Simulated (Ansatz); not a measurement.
`C[O][Sn][Cl]` + HBr → `C[O][Sn][Br]` + HCl at 400 K and 1 bar (ligand exchange at the Sn–Cl bond).

Program: Ansatz. Geometries: PBE0-D4/def2-TZVP. ΔE: electronic, gas phase. CCSD(T)/CBS is the MP2 limit (def2-TZVPP, def2-QZVPP) plus CCSD(T) − MP2 in def2-TZVPP, frozen cores. This one scheme is used for every species. Elements past krypton have def2 core potentials. For Br, Sn outer-core shells are correlated without core-valence functions, which leaves a few kJ/mol of doubt a bond. Scalar relativity is left out up to krypton. Each species was taken in one conformer, which may not be the lowest.

| species | CCSD(T)/CBS energy (Eh) | H − E (kJ/mol) | S (J/(mol·K)) |
| --- | --- | --- | --- |
| `C[O][Sn][Cl]` | -788.90874 | 138.3 | 369.9 |
| HBr | -2573.91920 | 27.6 | 207.2 |
| `C[O][Sn][Br]` | -2902.45238 | 138.0 | 381.5 |
| HCl | -460.38127 | 29.6 | 195.4 |

H − E and S are ideal-gas, rigid-rotor, harmonic terms from PBE0-D4/def2-TZVP, for one conformer and one mirror image of each species. 1 Eh = 2625.50 kJ/mol, R = 8.31446 J/(mol·K).

**Question.** By hand: ΔE, ΔH, ΔS and ΔG.

**Answer.** ΔE = (-2902.45238) + (-460.38127) − (-788.90874) − (-2573.91920) = -0.00571 Eh = -15.0 kJ/mol. Δ(H − E) = 138.0 + 29.6 − 138.3 − 27.6 = 1.7, so ΔH = -13.3 kJ/mol. ΔS = 381.5 + 195.4 − 369.9 − 207.2 = -0.2 J/(mol·K). ΔG = -13.3 − 400 × (-0.2)/1000 = -13.2 kJ/mol.

**Question.** By hand: the equilibrium constant, and the temperature at which ΔG would vanish if ΔH and ΔS stayed fixed.

**Answer.** log₁₀ K = −ΔG/(RT ln 10) = 1.7. ΔG = 0 at ΔH/ΔS = 66500 K, far beyond where these terms or the molecules hold.

The number of gas molecules stays the same, so ΔS is small and ΔH decides. A doubt of 5 kJ/mol in ΔE shifts log₁₀ K by 0.7 here. Other conformers and mirror images would add mixing entropy, several J/(mol·K) or more a flexible species. These are equilibria of isolated gas molecules and say nothing of rates. Largest T1 diagnostic: 0.017 (customary marks: 0.02 for closed shells, 0.045 for open ones).
